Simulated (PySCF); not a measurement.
Isomers of C2H6N2O. Gas-phase values, no solvent. One relaxed conformer stands for each flexible species; it need not be the lowest. Strings in code marks are SMILES.

Level of theory: PBE-D3(BJ)/def2-TZVP // r2SCAN-D4/def2-TZVP run with PySCF 2.14.0. All candidates: neutral, multiplicity 1. Delta-SCF ions had no search for a lower state. Excitations are Tamm–Dancoff values on a coarser integration grid. The basis has no diffuse functions, so Rydberg states are missing or too high.

The vertical ionisation energy (Delta-SCF) comes out as 8.74 eV. The HOMO–LUMO gap is 5.49 eV and the S1 excitation (TDA) comes out as 5.56 eV.

**Question.** Name which member has these values.
(A) `[H]/N=C(\N)CO` (N–C–C–O torsion -159°, C–C–O–H torsion 72°)
(B) `N/C=N/CO` (C–N–C–O torsion 116°, N–C–O–H torsion 46°)
(C) `C/N=C(\N)O`
(D) `[H]/N=C(\O)NC` (C–N–C–O torsion -171°, N–C–O–H torsion -2°)

**Answer.** C, `C/N=C(\N)O`. The others give `N/C=N/CO` (C–N–C–O torsion 116°, N–C–O–H torsion 46°): 8.86 eV, 5.22 eV, 5.55 eV; `[H]/N=C(\N)CO` (N–C–C–O torsion -159°, C–C–O–H torsion 72°): 9.04 eV, 5.27 eV, 5.53 eV; `[H]/N=C(\O)NC` (C–N–C–O torsion -171°, N–C–O–H torsion -2°): 8.74 eV, 5.26 eV, 5.30 eV
